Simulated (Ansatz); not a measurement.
H₈In₂N₂ (`[NH2+]1[InH2-][NH2+][InH2-]1`). Total charge 0; spin multiplicity 1. In takes the def2 core potential.

Cartesian coordinates in Å:
```
N 1.4675 0.0730 0.1258
In -0.1187 1.5860 0.4650
N -1.4674 -0.0728 -0.1263
In 0.1187 -1.5861 -0.4650
H 2.0168 -0.1285 0.9533
H 2.1271 0.3345 -0.5977
H -0.0646 2.7250 -0.8235
H -0.2766 1.8330 2.1605
H -2.0168 0.1286 -0.9537
H -2.1270 -0.3343 0.5973
H 0.0645 -2.7240 0.8244
H 0.2767 -1.8344 -2.1601
```

List the harmonic frequencies (cm⁻¹, unscaled) at PBE0-D4/def2-TZVP in Ansatz. (Best estimate.)

Ansatz gave: 75, 148, 315, 321, 333, 347, 374, 400, 412, 464, 559, 560, 576, 582, 593, 614, 789, 790, 798, 801, 1568, 1578, 1816, 1821, 1823, 1826, 3530, 3531, 3615, 3615.

Is this a minimum?

Yes, all 30 modes are real.

Give the ideal-gas thermochemistry at 298.15 K and 1 bar (rigid rotor, harmonic oscillator; point group D2h, symmetry number 4).

Zero-point energy 206.8 kJ/mol; H(298) − E = 231.2 kJ/mol; entropy 369.4 J/(mol·K), of which translation 178.5, rotation 110.2, vibration 80.7; G(298) − E = 121.1 kJ/mol. Modes under 100 cm⁻¹ are hindered rotations or soft bends, so the harmonic entropy is rough.

And at 400, 500, 600, 800 and 1000 K?


| T (K) | H − E (kJ/mol) | S (J/mol/K) | G − E (kJ/mol) |
| --- | --- | --- | --- |
| 400 | 246.7 | 414.0 | 81.1 |
| 500 | 264.0 | 452.4 | 37.8 |
| 600 | 282.7 | 486.5 | -9.2 |
| 800 | 323.6 | 545.1 | -112.6 |
| 1000 | 367.7 | 594.3 | -226.6 |

Rotational constants (cm⁻¹)?

0.1855, 0.02532, 0.02304.
